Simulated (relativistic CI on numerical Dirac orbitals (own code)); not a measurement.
**Transition arrays of As¹⁰⁺**

Computed by Dirac-Coulomb-Breit CI, KLI orbitals optimised for each configuration, model QED (radiative potential, 1s self-energy scaled to tabulated hydrogen-like ionisation energies), valence Slater integrals scaled by 0.9, whole transition arrays (own radial code, finite nucleus).

Configuration list (outside the closed core [Ne] 3s2): 3p⁶3d⁵, 3p⁶3d⁴4f, 3p⁵3d⁶, 3p⁶3d⁴4p, 3p⁶3d⁴5f. Levels of other configurations are missing.

All E1 lines from the levels of 3p⁶3d⁵; mean and standard deviation are weighted by gf, and upper levels are sorted by their leading configuration.

```tsv
Upper configuration	Lines	Σgf	Mean (eV)	Mean (nm)	σ (eV)	Strongest line (nm)
3p⁶3d⁴4f	5470	583.0	186.47	6.649	3.54	6.599
3p⁵3d⁶	3234	354.0	110.65	11.205	8.03	10.222
3p⁶3d⁴4p	3256	61.1	126.77	9.780	5.61	10.383
3p⁶3d⁴5f	5470	330.0	223.92	5.537	3.88	5.495
```

Σgf per state of the lower configuration in bins of 0.2 nm over the central range (centre: value): 5.5: 0.96, 5.7: 0.29, 6.3: 0.04, 6.5: 0.87, 6.7: 1.11, 6.9: 0.27, 7.1: 0.03, 9.3: 0.02, 9.5: 0.07, 9.7: 0.05, 9.9: 0.03, 10.1: 0.03, 10.3: 0.22, 10.5: 0.20, 10.7: 0.14, 10.9: 0.09, 11.1: 0.13, 11.3: 0.10, 11.5: 0.14, 11.7: 0.06, 11.9: 0.06, 12.1: 0.10, 12.3: 0.05.

(1) How do configuration mixing and the scaling of the Slater integrals move the arrays?

Results:

(1) Slater scale 0.9, no configuration mixing: 3p⁶3d⁴4f 186.4 ± 3.5 eV (Σgf 563.9), 3p⁵3d⁶ 111.2 ± 8.3 eV (Σgf 401.6), 3p⁶3d⁴4p 129.2 ± 3.3 eV (Σgf 74.7), 3p⁶3d⁴5f 223.8 ± 3.9 eV (Σgf 238.4); Slater scale 1: 3p⁶3d⁴4f 186.8 ± 3.9 eV (Σgf 590.7), 3p⁵3d⁶ 111.6 ± 8.7 eV (Σgf 347.7), 3p⁶3d⁴4p 126.5 ± 5.5 eV (Σgf 63.5), 3p⁶3d⁴5f 224.1 ± 4.3 eV (Σgf 336.1); Slater scale 0.8: 3p⁶3d⁴4f 186.1 ± 3.2 eV (Σgf 575.3), 3p⁵3d⁶ 109.5 ± 7.3 eV (Σgf 358.1), 3p⁶3d⁴4p 127.3 ± 5.1 eV (Σgf 60.5), 3p⁶3d⁴5f 223.8 ± 3.4 eV (Σgf 324.3). With mixing, levels are counted to their leading configuration, so an array can shrink or vanish into another, and the sums then hold other lines.
